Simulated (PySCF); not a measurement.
Correlation energy of O⁺ (oxygen, charge +1)

[He] 2s2 2p3, high-spin 4S determinant. Calculation: PySCF 2.14, in aug-cc-pwCVTZ (7s6p4d2f, 59 functions); the non-relativistic Hamiltonian (point nucleus). Frozen: nothing; 7 electrons correlated.

```tsv
level	correlation energy (mhartree)
CCSD	-168.86
(T)	-2.00
CCSD(T)	-170.86
```

Diagnostics: T1 = 0.0036, D1 = 0.0107, largest double amplitude 0.030.

Q: Is a single reference adequate?

A: Yes: T1 lies below 0.03 and no double amplitude reaches 0.07.
